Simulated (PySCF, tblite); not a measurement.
Isomers of C7H16Si. Method: GFN2-xTB as coded in tblite; computed harmonic values from a numerical Hessian at the method's own geometry, unscaled. Errors from tens to a few hundred cm⁻¹ against measured bands are possible. Modes of hydrogen on silicon can be 10 to 20 % off. One conformer each.

Electronic energies: PBE0/pcSseg-1 single points on the GFN2-xTB geometries (PySCF, gas phase).

```json
{"SMILES": "CC[C@@H]1C[C@@]1([SiH3])CC", "electronic energy, lowest = 0 (kcal/mol)": "27.0"}
{"SMILES": "C[C@@H]1CCC[SiH2][C@@H]1C", "electronic energy, lowest = 0 (kcal/mol)": "0.2"}
{"SMILES": "CCC[C@H]1CC[SiH2]C1", "electronic energy, lowest = 0 (kcal/mol)": "0.8"}
{"SMILES": "C=C(CC)[Si](C)(C)C", "electronic energy, lowest = 0 (kcal/mol)": "0.0"}
```

Task: How do GFN2-xTB zero-point energies change the relative energies?

Result: 
```tsv
SMILES	ZPE (kcal/mol)	of it from modes above 1550 cm⁻¹	electronic (kcal/mol)	with ZPE, lowest = 0 (kcal/mol)	lowest mode (cm⁻¹)	rings
C=C(CC)[Si](C)(C)C	130.9	71.9	0.0	0.0	34	0
C[C@@H]1CCC[SiH2][C@@H]1C	132.9	66.0	0.2	2.2	102	1
CCC[C@H]1CC[SiH2]C1	132.4	66.1	0.8	2.4	63	1
CC[C@@H]1C[C@@]1([SiH3])CC	129.6	65.6	27.0	25.7	75	1
```

The zero-point energies span 3.3 kcal/mol, from `CC[C@@H]1C[C@@]1([SiH3])CC` to `C[C@@H]1CCC[SiH2][C@@H]1C`. The order is unchanged.

Task: And how do the electronic energies of GFN2-xTB itself compare?

Result: `C=C(CC)[Si](C)(C)C` 37.7; `C[C@@H]1CCC[SiH2][C@@H]1C` 0.0; `CCC[C@H]1CC[SiH2]C1` 0.9; `CC[C@@H]1C[C@@]1([SiH3])CC` 13.0 kcal/mol, lowest = 0. Against the energies above, taken from the same isomer `C=C(CC)[Si](C)(C)C`, the largest difference is 51.7 kcal/mol.

Task: What do entropy and thermal enthalpy add at 298.15 K and 1 bar (rigid rotor, harmonic oscillator, one conformer each)?

Result: 
```csv
SMILES,point group,symmetry number,S (cal/(mol K)),H − H(0) (kcal/mol),ZPE + H − H(0) − TS (kcal/mol)
C=C(CC)[Si](C)(C)C,C1,1,112.6,8.87,106.2
C[C@@H]1CCC[SiH2][C@@H]1C,C1,1,93.2,6.68,111.8
CCC[C@H]1CC[SiH2]C1,C1,1,97.8,6.95,110.2
CC[C@@H]1C[C@@]1([SiH3])CC,C1,1,100.9,7.55,107.0
```
